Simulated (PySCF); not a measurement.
Computed shifts of a molecule C6H4O2, PBE/pcSseg-1 run with PySCF, GIAO, gas phase, atoms alike by connectivity averaged where their shifts nearly agree, in ppm (number of nuclei): ¹³C: 194.5 (2), 139.3 (4). ¹H: 6.70 (4). References: ¹⁷O against H2O (σ = 334.3 ppm); ¹³C against TMS (σ = 182.0 ppm); ¹H against TMS (σ = 31.49 ppm), references at their B3LYP-D3(BJ)/def2-TZVP geometries, non-relativistic. Geometry: PBE0-D3(BJ)/def2-SVP. One conformer was computed; it need not be the lowest.

**Question.** Identify the compound among the candidates.
A. C#Cc1cocc1O
B. C#Cc1ccc(O)o1
C. C#Cc1ccoc1O
D. O=C1C=CC(=O)C=C1

**Answer.** D, O=C1C=CC(=O)C=C1
